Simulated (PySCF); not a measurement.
Shieldings and the share of exact exchange

Molecule: `C(=C)[SiH2]CC`, C$_{4}$H$_{10}$Si.

Bonds (- single, = double, # triple, : aromatic): C1=C2 1.338 Å, C2-Si3 1.874 Å, Si3-C4 1.886 Å, C4-C5 1.526 Å. C1 carries H6, H7; C2 carries H8; Si3 carries H9, H10; C4 carries H11, H12; C5 carries H13, H14, H15. H7 is cis to Si3; H6 is trans to Si3.

GIAO shieldings (ppm, equivalent atoms averaged) in PySCF 2.14 on the PBE0-D3(BJ)/def2-SVP geometry, basis pcSseg-1, gas phase, non-relativistic:

| functional | exact exchange (%) | σ(Si3) |
| --- | --- | --- |
| BLYP | 0 | 366.9 |
| BP86 | 0 | 376.4 |
| PBE | 0 | 377.2 |
| B3LYP | 20 | 379.4 |
| mPW1PW91 | 25 | 390.8 |
| BHandHLYP | 50 | 397.6 |
| HF | 100 | 429.5 |

Question: Fit each shielding as a line in the percentage of exact exchange.

Answer: σ(Si3) = 372.8 + 0.55 x (rms 4.0 ppm). The functionals also differ in their semilocal parts, which the line can't hold; Hartree–Fock has no correlation at all.

Question: What does the line predict for PBE0 (25 %), and what does the run give?

Answer: σ(Si3): 386.6 predicted, 392.4 computed ppm.
